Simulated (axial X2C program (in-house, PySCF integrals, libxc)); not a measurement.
# Low determinants of AsTe⁻ at the PBE0 level, 2c

Calculated with an in-house all-electron X2C program for linear molecules (integrals from PySCF). Two-component (2c) means X2C with spin–orbit coupling and atomic mean-field two-electron Coulomb and Gaunt terms. Basis: Te dyall-acv3z [12s13p9d5f1g], As dyall-acv3z [10s10p7d5f1g] (cores contracted in-house); Gaussian nuclei, density fitting, unrestricted open shells. Masses: Te 129.906 u, As 74.922 u.

Search at 2.420 Å (vertical energies from the lowest determinant):

```json
{"ΔE (eV)": "0.00", "state": "Ω = 1", "electrons beyond evenly filled partner blocks": "ω = -1/2, ω = 3/2", "electrons in ±ω = 1/2, 3/2, 5/2, 7/2": "55 25 6 0"}
{"ΔE (eV)": "0.33", "state": "Ω = 0", "electrons beyond evenly filled partner blocks": "none", "electrons in ±ω = 1/2, 3/2, 5/2, 7/2": "56 24 6 0"}
{"ΔE (eV)": "0.57", "state": "Ω = 2", "electrons beyond evenly filled partner blocks": "ω = 1/2, ω = 3/2", "electrons in ±ω = 1/2, 3/2, 5/2, 7/2": "55 25 6 0"}
{"ΔE (eV)": "0.82", "state": "Ω = 0", "electrons beyond evenly filled partner blocks": "none", "electrons in ±ω = 1/2, 3/2, 5/2, 7/2": "54 26 6 0"}
{"ΔE (eV)": "2.17", "state": "Ω = 1", "electrons beyond evenly filled partner blocks": "2 × ω = 1/2", "electrons in ±ω = 1/2, 3/2, 5/2, 7/2": "56 24 6 0"}
{"ΔE (eV)": "2.18", "state": "Ω = 3", "electrons beyond evenly filled partner blocks": "2 × ω = 3/2", "electrons in ±ω = 1/2, 3/2, 5/2, 7/2": "56 24 6 0"}
{"ΔE (eV)": "2.75", "state": "Ω = 1", "electrons beyond evenly filled partner blocks": "2 × ω = 1/2", "electrons in ±ω = 1/2, 3/2, 5/2, 7/2": "54 26 6 0"}
```

Lowest determinant, Ω = 1 (⟨Sz⟩ = 1.00, ⟨Lz⟩ = 0.00 at PBE0): Re = 2.456 Å, ωe = 271.9 cm⁻¹.

The determinant in row 2 of the search, Ω = 0 (closed shell), was followed along the bond at PBE0; measured from the minimum of the lowest determinant it gives:

Te = 0.331 eV (2666 cm⁻¹), Re = 2.445 Å, ωe = 280.4 cm⁻¹.

(1) Compare the bond of the determinant in row 2 with that of the lowest one.

The search compares states at one distance, so a state with another bond length can lie lower; it is not exhaustive and yields mostly the lowest determinant of each block pattern, so other components and higher states of one pattern are missing. These are energies of single determinants, not of spin-adapted states; PBE0 term energies can be off by some tenths of an eV, and the functional has no current term. Open-shell Ω = 0 determinants with evenly filled partner blocks cannot be reached by this program, so the Ω shown need not be the lowest component. The lowest determinant need not be the ground state where others lie within half an eV. A closed-shell Ω = 0 row of a π² shell mixes the 0⁺ component of the triplet with ¹Σ⁺ and matches no level; 0⁺ can lie lowest. For an anion, determinants above electron detachment are held by the basis set. The highest occupied level of some functionals is positive through self-interaction error; at Hartree–Fock it is bound. Row 2 has a positive highest level at its minimum.

Results:

(1) At PBE0 its Re is 0.011 Å shorter and its force constant, which goes as ωe², is 1.06 times that of the lowest determinant. T0 ≈ Te + Δωe/2 = 2666 + (4) = 2670 cm⁻¹.
